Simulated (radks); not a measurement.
Results of a calculation; reference values are marked as such.
Initial-state core-level shifts of the manganese ion Mn+ when its valence configuration changes from [Ar] 3d5 4s1. Level of theory: Dirac Kohn-Sham, PBEsol, spin-unpolarised, spherical densities, finite nucleus; open shells are shared between the two j in proportion to 2j + 1; Fermi nuclear charge, rms radius 3.7057 fm (a radial shooting solver on a logarithmic mesh with Libxc functionals). Shifts are changes of the shell-averaged eigenvalues in eV (positive: less bound); the change of the density at the nucleus, which sets a Mossbauer isomer shift, is in e/bohr^3, on a base of 1.314e+04.

| valence | 2s | 2p | 3s | 3p | density at nucleus |
|---|---|---|---|---|---|
| 3d4.5 4s1 4p0.5 | -4.210 | -4.172 | -3.735 | -3.629 | +1.460 |
| 3d6 | +5.819 | +5.754 | +5.188 | +5.019 | -7.846 |
| 3d4.5 4s1.5 | -3.531 | -3.493 | -3.028 | -2.924 | +4.917 |
| 3d4 4s1 4p1 | -8.808 | -8.726 | -7.686 | -7.459 | +3.201 |
| 3d2.5 4s1.5 4p2 | -24.038 | -23.805 | -19.868 | -19.233 | +14.753 |
| 3d3 4s1 4p2 | -19.049 | -18.867 | -16.082 | -15.585 | +7.457 |
| 3d3.5 4s0.5 4p2 | -14.397 | -14.266 | -12.456 | -12.093 | +1.007 |
| 3d3.5 4s1.5 4p1 | -13.116 | -12.988 | -11.157 | -10.804 | +9.302 |
| 3d5 4p1 | -1.329 | -1.331 | -1.407 | -1.405 | -6.661 |
